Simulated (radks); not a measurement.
Values are calculated unless marked as measured or tabulated.
All-electron atom: Cs II in [Xe]. Code: a radial shooting solver on a logarithmic mesh with Libxc functionals. Model: non-relativistic Kohn-Sham, exchange-only PBE, spin-polarised, spherical densities, point nucleus; relativity is left out, which matters for an element this heavy.

X-ray form factor f0, the Fourier transform of the density (f0(0) = 54):

sin(theta)/lambda (1/angstrom)  f0 (electrons)
0.05                                    53.057
0.1                                     50.551
0.15                                    47.213
0.2                                     43.745
0.25                                    40.550
0.3                                     37.745
0.4                                     33.087
0.5                                     29.203
0.6                                     25.856
0.8                                     20.814
1                                       17.646
1.25                                    14.926
1.5                                     12.564
2                                        8.591
